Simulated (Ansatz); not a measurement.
Reaction (redistribution): `C#[C][Al]([CH3])[C]#C` + `[F][GaH][Cl]` → `C#[C][Al]([CH3])[F]` + `C#[C][GaH][Cl]`

Gas-phase electronic energies from Ansatz, PBE0-D4/def2-TZVP geometries. CCSD(T)/CBS adds triple-zeta CCSD(T) − MP2 to the extrapolated MP2 energy (def2 sets, frozen cores). Functionals use def2-TZVPP. HSE06 is defined as in plane-wave codes. For Ga outer-core shells are correlated without core-valence functions, which leaves a few kJ/mol of doubt a bond. Scalar relativity is left out up to krypton.

| level | ΔE (eV) |
| --- | --- |
| LDA (SPW92) | -0.76 |
| r2SCANh | -0.74 |
| HSE06 | -0.74 |
| BHLYP | -0.77 |

Question: What does CCSD(T)/CBS give? (Best estimate.)

Answer: Computed: -0.82 eV. The listed levels differ from it by 0.06, 0.08, 0.08, 0.05 eV.

Largest T1 diagnostic among the species: 0.013.

From PBE to PBE0 (25 % exact exchange), in def2-TZVPP and without D4, ΔE moves by −0.04 eV. At CCSD(T), def2-SVP lies +0.10 eV from the extrapolated value and def2-TZVPP +0.03 eV. In def2-TZVPP, CCSD(T) changes the Hartree–Fock value by −0.05 eV (the triples alone add +0.01 eV) and MP2 by −0.06 eV.
